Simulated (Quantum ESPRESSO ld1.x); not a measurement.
Values are calculated unless marked as measured or tabulated.
Task: Yb I, configuration [Xe] 4f14 6s2. Code: ld1.x of Quantum ESPRESSO 7.5. Model: Dirac Kohn-Sham, PBE, spin-unpolarised, spherical densities, point nucleus. Some entries of the table are withheld. Estimate them.

orbital  occ.  eigenvalue (eV)  r(max) (bohr)  <r> (bohr)
1s1/2       2         -61168.7        0.01236         (1)
2s1/2       2         -10357.1        0.07075     0.08274
2p1/2       2         -9877.60        0.05296     0.06872
2p3/2       4         -8830.47        0.05938     0.07622
3s1/2       2         -2334.38         0.1996      0.2162
3p1/2       2         -2123.07         0.1874      0.2061
3p3/2       4         -1900.81         0.2008      0.2201
3d3/2       4              (2)            (3)      0.1935
3d5/2       6              (4)            (5)      0.1978
4s1/2       2         -459.260         0.4555      0.4878
4p1/2       2         -373.794         0.4569      0.4956
4p3/2       4         -323.489         0.4853      0.5280
4d3/2       4         -183.082            (6)      0.5534
4d5/2       6         -173.925            (7)      0.5649
5s1/2       2         -54.8228          1.072       1.209
5p1/2       2         -31.7909          1.170       1.369
5p3/2       4         -25.7082          1.262       1.489
6s1/2       2          -3.9233          3.283       3.925
4f5/2       6          -3.7589         0.4805      0.7780
4f7/2       8          -2.4428         0.4860      0.8043

Result: 
(1) 1s1/2 <r> (bohr): 0.01966
(2) 3d3/2 eigenvalue (eV): -1541.71
(3) 3d3/2 r(max) (bohr): 0.1581
(4) 3d5/2 eigenvalue (eV): -1493.16
(5) 3d5/2 r(max) (bohr): 0.1618
(6) 4d3/2 r(max) (bohr): 0.4860
(7) 4d5/2 r(max) (bohr): 0.4952
